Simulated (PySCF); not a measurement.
**[OsO2F2]2+ at several levels of theory**

Computed with PySCF 2.14.0 (density fitting, no spin-orbit coupling) at the geometry relaxed with PBE:

```xyz
5
[OsO2F2]2+ (singlet)
Os    0.0000    0.0000   -0.0525
O     0.9361    0.9361    0.9623
O    -0.9361   -0.9361    0.9623
F     1.0883   -1.0883   -0.9687
F    -1.0883    1.0883   -0.9687
```

| level | basis | state | HOMO (eV) | gap (eV) | charge on Os1 (e) | dipole about the centre of mass (D) | largest force component (eV/Å) |
| --- | --- | --- | --- | --- | --- | --- | --- |
| PBE | Os def2-SVP with ECP60, O def2-SVP, F def2-SVP | singlet | -23.96 | 3.26 | 1.71 | 0.15 | 0.01 |
| BP86 | the same | singlet | -24.10 | 3.26 | 1.72 | 0.16 | 0.13 |
| BLYP | the same | singlet | -23.83 | 3.23 | 1.71 | 0.15 | 0.45 |
| TPSS | the same | singlet | -24.10 | 3.36 | 1.81 | 0.16 | 0.05 |
| PBE | Os def2-TZVP with ECP60, O def2-TZVP, F def2-TZVP | singlet | -23.73 | 3.26 | 1.78 | 0.21 | 0.31 |
| PBE | Os x2c-SVPall, O x2c-SVPall, F x2c-SVPall | singlet | -24.16 | 3.15 | 1.63 | 0.26 | 0.49 |

Charges are Mulliken's, which hang on the basis. The relaxation used the grid (50, 194), these runs (75, 302) or, all-electron (x2c bases, spin-free X2C Hamiltonian), (99, 590).

**Question.** What does CAM-B3LYP with Os def2-SVP with ECP60, O def2-SVP, F def2-SVP give here?

**Answer.** state singlet, HOMO (eV) -27.19, gap (eV) 7.87, charge on Os1 (e) 1.85, dipole about the centre of mass (D) 0.38, largest force component (eV/Å) 1.76. Time: 4.6 s on 2 threads of Arm Neoverse V1, with other jobs on the host, from an already converged density.

In the first row's basis the gap widens with exact exchange: 3.2 to 3.4 eV for BLYP, BP86, PBE, TPSS (none); 7.9 eV for CAM-B3LYP (rising or full at long range).
